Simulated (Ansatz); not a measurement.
Program: Ansatz. Geometries: PBE0-D4/def2-TZVP. ΔE: electronic, gas phase. CCSD(T)/CBS is the MP2 limit (def2-TZVPP, def2-QZVPP) plus CCSD(T) − MP2 in def2-TZVPP, frozen cores. Functionals use def2-TZVPP. B3LYP here is the variant with VWN-RPA as its local correlation; programs differ in this. For As outer-core shells are correlated without core-valence functions, which leaves a few kJ/mol of doubt a bond. Scalar relativity is left out up to krypton. Each species was taken in one conformer, which may not be the lowest.

Consider the formal exchange of groups at the Si–As bond: `[SiH3][AsH2]` + `BS[SiH3]` → `[SiH3]BS[SiH3]` + `[AsH3]`.

| level | ΔE (kJ/mol) | difference from CCSD(T)/CBS |
| --- | --- | --- |
| revPBE-D4 | 35.3 | -5.8 |
| B97M-V | 32.1 | -9.0 |
| B3LYP-D4 | 39.0 | -2.1 |
| r2SCANh-D4 | 40.3 | -0.8 |
| r2SCAN0-D4 | 41.9 | 0.8 |
| BHLYP-D4 | 42.6 | 1.5 |
| B2PLYP | 42.0 | 0.9 |
| revPBE | 37.6 | -3.5 |
| BLYP | 38.5 | -2.6 |
| PBE0 | 40.0 | -1.1 |
| B3LYP | 40.7 | -0.4 |
| RPA@PBE/def2-TZVPP | 36.9 | -4.2 |
| HF/def2-SVP | 42.4 | 1.3 |
| SCS-MP2/def2-TZVPP | 44.0 | 2.9 |
| HF/def2-QZVPP | 46.7 | 5.6 |
| HF/CBS(def2) | 46.7 | 5.6 |
| CCSD(T)/CBS | 41.1 | 0 |

Largest T1 diagnostic among the species: 0.015.

Leaving LDA and LC-ωPBE aside and taking each functional with its dispersion term where it has one, the values, not all of them listed here, spread over 10.9 kJ/mol, from B97M-V to PBE-QIDH. LDA lies −4.4 kJ/mol from PBE without D4. From BLYP to BHLYP (50 % exact exchange), in def2-TZVPP and without D4, ΔE moves by +5.1 kJ/mol. At CCSD(T), def2-SVP lies −11.0 kJ/mol from the extrapolated value and def2-TZVPP −2.3 kJ/mol.
